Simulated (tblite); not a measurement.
Compound: H6N3Si2 (doublet state).
Geometry (GFN2-xTB, Å), atoms numbered from 1 in this order:
```
atom  x, y, z in Å
N1     2.150   -0.390   -0.577
Si2    0.557    0.151   -0.957
N3    -0.628   -1.008   -0.374
Si4   -1.543    0.105    0.590
N5    -0.276    1.221    0.176
H6     2.321   -0.697    0.372
H7     2.941    0.126   -0.926
H8    -0.850   -1.935   -0.687
H9    -1.552   -0.237    2.009
H10   -2.864    0.446    0.067
H11   -0.251    2.219    0.282
```

Calculated harmonic vibrations of the isolated species, GFN2-xTB (tblite), most abundant isotopes, no scaling. Errors from tens to a few hundred cm⁻¹ against measured bands are possible. Modes of hydrogen on silicon can be 10 to 20 % off. One conformer, not necessarily the lowest. Open shells enter through the occupations alone, without spin polarisation, and single modes of such species can be off by tens of per cent.

Harmonic wavenumbers (cm⁻¹): 117.6, 135.5, 205.2, 242.3, 250.7, 403.0, 449.4, 461.9, 488.0, 546.6, 551.5, 731.6, 759.2, 799.1, 806.7, 839.2, 866.8, 933.7, 1043.2, 1094.7, 1494.9, 2237.7, 2279.2, 3379.8, 3504.2, 3512.1, 3529.7.

A = 7740, B = 2348, C = 2060 MHz; mass 104.010 u (most abundant isotopes); point group C1, symmetry number 1; spin multiplicity 2.

Problem. Zero-point energy?

Solution. Half the sum of the wavenumbers: 15832 cm⁻¹ = 45.27 kcal/mol.

Problem. Entropy at 298.15 K, 1 bar (ideal gas, RRHO, classical rotation)?

Solution. Translation 39.86, rotation 26.55, vibration 17.43, spin (R ln 2) 1.38: S = 85.2 cal/(mol K).

Problem. And Cp and H(298.15 K) − H(0)?

Solution. Cp = 29.97 cal/(mol K), of which vibrations give 22.02 (their classical limit is 27 R = 53.7); H(298.15 K) − H(0) = 5.46 kcal/mol without the zero-point energy, 3.09 from vibrations.

Problem. Blend soft modes into free rotors: weight 1/[1 + (100 cm⁻¹/ν̃)⁴] for the oscillator and the rest for a rotor with moment μB/(μ + B), μ = h/(8π²ν), B = 10⁻⁴⁴ kg m². What vibrational entropy results?

Solution. 17.23 cal/(mol K) in place of 17.43, which changes −T·S at 298.15 K by +0.06 kcal/mol.

Problem. What must be added to the electronic energy to get the Gibbs energy at 298.15 K and 1 bar?

Solution. ZPE + [H(298.15 K) − H(0)] − T·S = 45.27 + 5.46 − 25.41 = 25.32 kcal/mol.

Problem. Which modes carry the vibrational entropy at 298.15 K?

Solution. 117.6 cm⁻¹: 3.14; 135.5 cm⁻¹: 2.87; 205.2 cm⁻¹: 2.09; 242.3 cm⁻¹: 1.79; 250.7 cm⁻¹: 1.73; 403.0 cm⁻¹: 0.95 cal/(mol K); the other 21 give 4.88 together.

Hindered rotation and anharmonicity are outside this model. Other conformers, if any are populated, would add a mixing term that is left out. The structure is chiral; the term R ln 2 for an equal mix with its mirror image is left out.
